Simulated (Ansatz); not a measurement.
C2H3BClF, SMILES `B/C=C(\F)Cl` at its PBE0-D4/def2-TZVP geometry, where that method's forces vanish. Total charge 0; spin multiplicity 1.

```xyz
8

B     1.3736    0.0419   -0.0028
C    -0.0436   -0.5016    0.1412
C    -1.1256    0.2530   -0.0789
F    -1.0772    1.5148   -0.4349
Cl   -2.7399   -0.2798    0.0611
H     1.5620    1.1762   -0.3219
H     2.3032   -0.6790    0.2070
H    -0.2526   -1.5254    0.4291
```

What forces (eV/Å) does ωB97M-V/def2-TZVPP give on these atoms in Ansatz? (Estimate.)

Ansatz gave: 
```
B1   0.182  0.077 -0.021
C2  -0.166 -0.033  0.009
C3   0.308 -0.326  0.094
F4   0.021  0.297 -0.084
Cl5 -0.206 -0.058  0.015
H6  -0.028 -0.145  0.041
H7  -0.117  0.102 -0.029
H8   0.005  0.087 -0.025
```
